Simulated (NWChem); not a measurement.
All runs are NWChem calculations. System: Cl2Si, charge 0, spin multiplicity 1, at a geometry optimised with PBE/def2-SVP. The structure started from a generated list of species. Level: G0W0@PBE0/def2-TZVP, RI basis def2-tzvp-rifit.

The NWChem input:

```
start mol
memory heap 200 mb stack 700 mb global 1700 mb
geometry units angstroms nocenter noautoz
  Si     0.000000     0.000000     0.941655
  Cl    -1.640110     0.000000    -0.387740
  Cl     1.640110     0.000000    -0.387740
  symmetry group C2v
end
basis spherical
  * library def2-tzvp
end
basis "ri basis" bse spherical
  * library def2-tzvp-rifit
end
dft
  xc pbe0
  iterations 100
  direct
  tolerances tight
end
task dft energy
gw
  states alpha occ 4 vir 2
end
task dft gw
```

Output (cleaned and shortened):

```
             Northwest Computational Chemistry Package (NWChem) 7.3.0
             --------------------------------------------------------

                                NWChem Input Module
                                -------------------

 Scaling coordinates for geometry "geometry" by  1.889725989
 (inverse scale =  0.529177249)

 Turning off AUTOSYM since
 SYMMETRY directive was detected!

                             Geometry "geometry" -> ""
                             -------------------------

 Output coordinates in angstroms (scale by  1.889725989 to convert to a.u.)

  No.       Tag          Charge          X              Y              Z
 ---- ---------------- ---------- -------------- -------------- --------------
    1 Si                  14.0000     0.00000000     0.00000000     0.94165500
    2 Cl                  17.0000    -1.64011000     0.00000000    -0.38774000
    3 Cl                  17.0000     1.64011000     0.00000000    -0.38774000

 Effective nuclear repulsion energy (a.u.)     165.9319146690

            Nuclear Dipole moment (a.u.)
            ----------------------------
        X                 Y               Z
 ---------------- ---------------- ----------------
     0.0000000000     0.0000000000     0.0000188973

      Symmetry information
      --------------------

 Group name             C2v
 Group number             16
 Group order               4
 No. of unique centers     2

      Symmetry unique atoms

     1    2


 Summary of "ao basis" -> "" (spherical)
 ------------------------------------------------------------------------------
       Tag                 Description            Shells   Functions and Types
 ---------------- ------------------------------  ------  ---------------------
 *                         def2-tzvp                  on all atoms

 new library libraries.bse/

 Summary of "ri basis" -> "" (spherical)
 ------------------------------------------------------------------------------
       Tag                 Description            Shells   Functions and Types
 ---------------- ------------------------------  ------  ---------------------
 *                      def2-tzvp-rifit               on all atoms

                                 NWChem DFT Module
                                 -----------------

 Summary of "ao basis" -> "ao basis" (spherical)
 ------------------------------------------------------------------------------
       Tag                 Description            Shells   Functions and Types
 ---------------- ------------------------------  ------  ---------------------
 Si                        def2-tzvp                13       37   5s5p2d1f
 Cl                        def2-tzvp                13       37   5s5p2d1f

 Summary of "ao basis" -> "ao basis" (spherical)
 ------------------------------------------------------------------------------
       Tag                 Description            Shells   Functions and Types
 ---------------- ------------------------------  ------  ---------------------
 Si                        def2-tzvp                13       37   5s5p2d1f
 Cl                        def2-tzvp                13       37   5s5p2d1f

      Symmetry analysis of basis
      --------------------------

        a1         41
        a2         15
        b1         34
        b2         21

            General Information
            -------------------
          SCF calculation type: DFT
          Wavefunction type:  closed shell.
          No. of atoms     :     3
[...]
  ----- ------------  ---------------      ----- ------------  ---------------
     5      0.474321  1 Si s                  4      0.422436  1 Si s
    17      0.265634  1 Si pz                54     -0.256821  2 Cl pz
    91     -0.256821  3 Cl pz                 3     -0.241854  1 Si s
    57     -0.195775  2 Cl pz                94     -0.195775  3 Cl pz
    51     -0.122527  2 Cl pz                88     -0.122527  3 Cl pz

 Vector   25  Occ=0.000000D+00  E=-1.095182D-01  Symmetry=b2
              MO Center=  7.1D-15, -2.1D-15,  8.0D-01, r^2= 3.1D+00
   Bfn.  Coefficient  Atom+Function         Bfn.  Coefficient  Atom+Function
  ----- ------------  ---------------      ----- ------------  ---------------
    16      0.535365  1 Si py                19      0.479457  1 Si py
    56     -0.207842  2 Cl py                93     -0.207842  3 Cl py
     7     -0.163989  1 Si py                53     -0.162248  2 Cl py
    90     -0.162248  3 Cl py                13      0.157494  1 Si py
    50     -0.089787  2 Cl py                87     -0.089787  3 Cl py

 Vector   26  Occ=0.000000D+00  E=-6.245070D-03  Symmetry=b1
              MO Center=  1.2D-14, -1.5D-15,  1.0D+00, r^2= 4.2D+00
   Bfn.  Coefficient  Atom+Function         Bfn.  Coefficient  Atom+Function
  ----- ------------  ---------------      ----- ------------  ---------------
    18      0.841661  1 Si px                15      0.460305  1 Si px
    42      0.378320  2 Cl s                 79     -0.378320  3 Cl s
    57      0.280767  2 Cl pz                94     -0.280767  3 Cl pz
    54      0.156734  2 Cl pz                91     -0.156734  3 Cl pz
     6     -0.133057  1 Si px                12      0.131908  1 Si px

 Vector   27  Occ=0.000000D+00  E= 1.862431D-03  Symmetry=a1
              MO Center= -2.3D-14, -1.1D-15,  5.7D-01, r^2= 4.4D+00
   Bfn.  Coefficient  Atom+Function         Bfn.  Coefficient  Atom+Function
  ----- ------------  ---------------      ----- ------------  ---------------
    20      0.740243  1 Si pz                 5     -0.446019  1 Si s
    17      0.421627  1 Si pz                 4     -0.408914  1 Si s
    42      0.369525  2 Cl s                 55      0.368195  2 Cl px
    79      0.369525  3 Cl s                 92     -0.368195  3 Cl px
     3      0.183321  1 Si s                 52      0.169798  2 Cl px

 center of mass
 --------------
 x =   0.00000000 y =   0.00000000 z =  -0.01491923

 moments of inertia (a.u.)
 ------------------
         126.115820136530           0.000000000000           0.000000000000
           0.000000000000         797.938978857858           0.000000000000
           0.000000000000           0.000000000000         671.823158721328

     Multipole analysis of the density
     ---------------------------------

     L   x y z        total         alpha         beta         nuclear
     -   - - -        -----         -----         ----         -------
     0   0 0 0     -0.000000    -24.000000    -24.000000     48.000000

     1   1 0 0     -0.000000     -0.000000     -0.000000      0.000000
     1   0 1 0      0.000000      0.000000      0.000000      0.000000
     1   0 0 1      0.426873      0.213427      0.213427      0.000019

     2   2 0 0    -29.862309   -178.233547   -178.233547    326.604784
     2   1 1 0     -0.000000     -0.000000     -0.000000      0.000000
     2   1 0 1     -0.000000     -0.000000     -0.000000      0.000000
     2   0 2 0    -26.789185    -13.394593    -13.394593      0.000000
     2   0 1 1     -0.000000     -0.000000     -0.000000      0.000000
     2   0 0 2    -28.226848    -45.406012    -45.406012     62.585175

 Task  times  cpu:        8.9s     wall:        8.9s

                                NWChem Input Module
                                -------------------

                                 NWChem GW Module
                                 ----------------

                             ***********************
                             ***        GW       ***
                             ***********************

 Summary of "ri basis" -> "ri basis" (spherical)
 ------------------------------------------------------------------------------
       Tag                 Description            Shells   Functions and Types
 ---------------- ------------------------------  ------  ---------------------
 Si                     def2-tzvp-rifit             29      113   9s7p6d5f2g
 Cl                     def2-tzvp-rifit             29      113   9s7p6d5f2g

                 Memory Information
                 ------------------
          Available GA per process is          1699.9 MBs
          Available stack per process is        700.0 MBs
          Available heap per process is           0.0 MBs

          Peak memory in Initialization
              Peak GA per process is                  8.4 MBs
              Peak stack per process is               0.1 MBs
              Peak heap per process is                8.9 MBs
              Memory not in MA per process            0.0 MBs

          Peak memory in AFF Calculation
              Peak GA per process is                 46.0 MBs
              Peak stack per process is              33.3 MBs
              Peak heap per process is                0.0 MBs
              Memory not in MA per process           33.3 MBs

          Computing 2-center integrals
          Computing Inverse Cholesky factor
          Computing 3-center integrals
          Computing V_xc ...

          Computing Sigma_x
          Computing RPA polarizability
          Solving quasiparticle equations

                  Alpha Orbitals
          State     Energy (eV)     Error (eV)
          -----------------------------------
@GW        21        -12.276           0.004
@GW        22        -11.549           0.004
@GW        23        -11.205           0.004
@GW        24         -9.871           0.004
@GW        25         -0.930           0.004
@GW        26          1.815           0.004

   Applying  -2.0243 eV scissor-shift to rest of particle states

   Applying   2.0506 eV scissor-shift to rest of hole states

     GW Timing Statistics
   ------------------------
   Init.   :          0.1s
     ERIs  :          1.7s
     Distr.:          0.0s
     Vxc   :          1.1s
   Sigma_x :          0.0s
   RPA     :          3.5s
   Wmn     :          0.1s
   Sigma_c :          0.0s
   GW total:          6.6s

 Task  times  cpu:        6.6s     wall:        6.6s

 Total times  cpu:       15.5s     wall:       15.5s
```
